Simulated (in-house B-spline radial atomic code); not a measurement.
RPA and G0W0 on PBEsol: S+

Configuration [Ne] 3s2 3p3, highest spin, mean-field start PBEsol. Computed with a B-spline radial code for spherical atoms: all electrons, non-relativistic, point nucleus, each spin shell either full or empty, empty states to l = 9 with an (l + 1/2)⁻⁴ tail; G0W0 by contour deformation at full frequency.

Command:
```bash
python run_gw.py task.json out
```
Settings (radii: box in bohr, nucleus in fm):
```
Z                        16
electrons                15
configuration            [Ne] 3s2 3p3
hamiltonian              nr
method                   pbesol
lmax                     9
spin_polarised           True
box_radius               23.78
intervals                50
```

Run time, properties included: 1.9 s on 1 thread of Arm Neoverse N1, on a shared host.

Energies (hartree):

```csv
term,value
mean-field total,-396.93370
Hartree-Fock functional on these orbitals,-397.16296
direct second order,-1.0266
second-order exchange,0.37654
SOSEX correction,0.33492
```

Task: What is the RPA correlation energy, and what remains with SOSEX?

Result: RPA gives -0.87995 hartree (-1.6 eV per electron); RPA + SOSEX gives -0.54504, and the second-order doubles -0.65007 hartree (no singles). SOSEX takes back 38 % of the RPA value.

Quasi-particle levels (eV):

```json
{"level": "3p up", "occupied": "yes", "mean field": "-17.862", "Σx - vxc": "-5.50", "Σc": "?", "QP weight": "?", "G0W0": "?"}
{"level": "3s down", "occupied": "yes", "mean field": "-25.194", "Σx - vxc": "-3.82", "Σc": "-1.59", "QP weight": "0.879", "G0W0": "-30.60"}
{"level": "3p down", "occupied": "no", "mean field": "-14.633", "Σx - vxc": "6.88", "Σc": "-3.09", "QP weight": "0.894", "G0W0": "-10.835"}
```

G0W0 = mean field + (Σx - vxc) + Σc, with Σc (partial-wave tail included) taken at the quasi-particle energy. Only the outer levels were computed. Levels of low weight are left out.

Task: Where does G0W0 put 3p up?

Result: At -23.170 eV, with Σc = 0.19 eV and a quasi-particle weight of 0.884. The tabulated removal energy is 23.338 eV (NIST, measured); the calculation leaves out relativity, Breit and QED terms, and what these don't explain is the method's own error.
